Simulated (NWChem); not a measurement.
CH$_{3}$FHfS; SMILES [CH3][Hf]([F])=[S]

def2 effective core potentials on Hf; no spin-orbit coupling.

Question: Give the equilibrium geometry at PBE0/def2-SVP with def2 effective core potentials on Hf (NWChem) as an XYZ file, with the point group.

Answer: point group C1; any orientation.
```
7

Hf    -0.3247     0.3312    -0.5716
S      0.7459    -1.5225     0.0080
F     -1.8638     0.6103     0.5247
C      1.0671     1.9549    -0.0457
H      0.6203     2.9460    -0.2532
H      2.0269     1.8744    -0.5859
H      1.3073     1.9168     1.0307
```
